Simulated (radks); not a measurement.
The numbers below are computed, except where a source is named.
Spherical quantum dot in the effective-mass picture: electrons in a hard-walled sphere of radius 3.1, all in effective atomic units (hartree* = m*/eps^2 hartree, bohr* = eps/m* bohr), one dielectric constant everywhere. Level of theory: non-relativistic Kohn-Sham, LDA (Slater exchange, Perdew-Wang correlation), spin-polarised, spherical densities (a radial shooting solver with Libxc functionals). Levels are named by radial order and angular momentum (1s, 1p, 1d, 2s, ...), and open shells are averaged over m.

N = 7, configuration 1s2 1p(up 3, down 2). This is the lowest configuration that the search found. Occupied and some empty levels:

level,occupation,eigenvalue (hartree*),<r> (bohr*)
1s up,1,3.4461,1.800
1s down,1,3.4768,1.799
1p up,3,3.8358,1.978
1p down,2,3.8672,1.979
1d up,0,4.4133,2.100
1d down,0,4.4445,2.101
2s up,0,5.0546,1.465
2s down,0,5.0766,1.465
1f up,0,5.1522,2.191
1f down,0,5.1827,2.192

Energy (hartree*): total 15.5030, kinetic 6.6791, external 0, Hartree 11.475, exchange-correlation -2.6516.
